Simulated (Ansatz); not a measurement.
`O[Si](F)(Cl)Br` + NH₃ → `N[Si](F)(Cl)Br` + H₂O at 600 K and 1 bar (ligand exchange at the Si–O bond).

Isolated molecules relaxed with PBE0-D4/def2-TZVP in Ansatz; ΔE leaves out vibrations. CBS: MP2 limit from def2 TZ/QZ plus the TZ coupled-cluster correction, frozen cores. This one scheme is used for every species. For Br outer-core shells are correlated without core-valence functions, which leaves a few kJ/mol of doubt a bond. Scalar relativity is left out up to krypton. One conformer a species, not always the lowest.

```json
{"species": "`O[Si](F)(Cl)Br`", "CCSD(T)/CBS energy (Eh)": "-3497.97222", "H − E (kJ/mol)": "105.7", "S (J/(mol·K))": "426.7"}
{"species": "NH₃", "CCSD(T)/CBS energy (Eh)": "-56.50880", "H − E (kJ/mol)": "112.4", "S (J/(mol·K))": "219.5"}
{"species": "`N[Si](F)(Cl)Br`", "CCSD(T)/CBS energy (Eh)": "-3478.08790", "H − E (kJ/mol)": "141.1", "S (J/(mol·K))": "442.3"}
{"species": "H₂O", "CCSD(T)/CBS energy (Eh)": "-76.37941", "H − E (kJ/mol)": "76.8", "S (J/(mol·K))": "212.8"}
```

H − E and S are ideal-gas, rigid-rotor, harmonic terms from PBE0-D4/def2-TZVP, for one conformer and one mirror image of each species. 1 Eh = 2625.50 kJ/mol, R = 8.31446 J/(mol·K).

By hand: ΔE, ΔH, ΔS and ΔG.

ΔE = (-3478.08790) + (-76.37941) − (-3497.97222) − (-56.50880) = 0.01371 Eh = 36.0 kJ/mol. Δ(H − E) = 141.1 + 76.8 − 105.7 − 112.4 = -0.2, so ΔH = 35.8 kJ/mol. ΔS = 442.3 + 212.8 − 426.7 − 219.5 = 8.9 J/(mol·K). ΔG = 35.8 − 600 × (8.9)/1000 = 30.5 kJ/mol.

By hand: the equilibrium constant, and the temperature at which ΔG would vanish if ΔH and ΔS stayed fixed.

log₁₀ K = −ΔG/(RT ln 10) = -2.7. ΔG = 0 at ΔH/ΔS = 4022 K, far beyond where these terms or the molecules hold.

The number of gas molecules stays the same, so ΔS is small and ΔH decides. A doubt of 5 kJ/mol in ΔE shifts log₁₀ K by 0.4 here. Other conformers and mirror images would add mixing entropy, several J/(mol·K) or more a flexible species. These are equilibria of isolated gas molecules and say nothing of rates. Largest T1 diagnostic: 0.009 (customary marks: 0.02 for closed shells, 0.045 for open ones).
